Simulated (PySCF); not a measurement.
C₅H₁₃BO₃.
Geometry (PBE0-D3(BJ)/def2-SVP, Å), atoms numbered from 1 in this order:
```xyz
22
C5H13BO3 angstrom
C      2.030    2.075   -1.480
O      1.856    1.082   -0.505
B      0.605    0.675   -0.146
O      0.476   -0.296    0.804
C      1.614   -0.858    1.403
O     -0.471    1.247   -0.746
C     -1.833    0.920   -0.505
C     -2.132   -0.517   -0.896
C     -2.237    1.249    0.923
H      1.618    1.765   -2.455
H      1.536    3.018   -1.194
H      3.108    2.260   -1.595
H      1.285   -1.661    2.078
H      2.302   -1.283    0.654
H      2.175   -0.111    1.988
H     -2.395    1.585   -1.183
H     -1.815   -0.704   -1.932
H     -3.212   -0.716   -0.828
H     -1.604   -1.218   -0.234
H     -1.689    0.617    1.635
H     -2.021    2.304    1.149
H     -3.316    1.083    1.064
```

Computed, not measured: PySCF 2.14.0, density-fitted response routines, TDDFT CAM-B3LYP/def2-SVPD, vertical, gas phase, core orbitals frozen in the response.

Frontier orbitals with the atoms that hold most of them (Löwdin shares over 4%, at most four atoms; ? is withheld):

```csv
orbital,ε (eV),atoms
LUMO+2,1.79,"C1 19%, H12 10%, H10 7%, H11 7%"
LUMO+1,1.66,"C5 15%, H16 9%, O6 7%, C7 7%"
LUMO,?,?
HOMO,-9.56,"O4 31%, O6 31%, C5 8%, C7 6%"
HOMO-1,-9.60,?
HOMO-2,-10.01,"O6 28%, C7 18%, H16 12%, C8 9%"
HOMO-3,-10.48,"O2 25%, O4 17%, C5 10%, O6 9%"
```

Question: Give the leading atoms of the LUMO.

Answer: B3 (bonded to 3 O) 38%; C1 (bonded to O and 3 H) 8%; C5 (bonded to O and 3 H) 7%; C8 (bonded to C and 3 H) 4%. By element: boron 38%, carbon 19% or more.

Question: Which atoms hold the HOMO-1, and with what shares?

Answer: O2 (bonded to B and C) 43%; O4 (bonded to B and C) 12%; C1 (bonded to O and 3 H) 11%; O6 (bonded to B and C) 9%. By element: oxygen 63%, carbon 11% or more.

Question: What is the LUMO energy, and the HOMO–LUMO gap?

Answer: ε(LUMO) = 1.02 eV; the gap is 10.58 eV (0.3888 hartree).

Question: The HOMO–LUMO gap is 10.58 eV. Where does the response calculation put the lowest singlet, and from which orbitals?

Answer: S1 is at 7.68 eV (f = 0.0002), 2.90 eV below the gap, made of HOMO-1→LUMO (66%), HOMO→LUMO (19%). Its leading pair isn't HOMO and LUMO; the energies of that pair differ by 10.62 eV. 

Next come S2 at 7.80 eV (f 0.023), HOMO→LUMO (68%), HOMO-1→LUMO (19%); S3 at 8.32 eV (f 0.010), HOMO-2→LUMO (73%), HOMO-2→LUMO+1 (17%); S4 at 8.45 eV (f 0.0008), HOMO→LUMO+1 (57%), HOMO-5→LUMO (14%), HOMO-1→LUMO+2 (13%); S5 at 8.59 eV (f 0.0002), HOMO-3→LUMO (72%), HOMO-2→LUMO+1 (8%).

Hardware: one thread, Arm Neoverse N1 (aarch64), no GPU, shared host with 64 logical CPUs at a one-minute load of 61. Cost: 21 min, 1.6 GiB resident at most.

One conformer stands for the species.

Without π bonds the low states are Rydberg-like; a valence basis with one diffuse set may place them up to an eV too high.
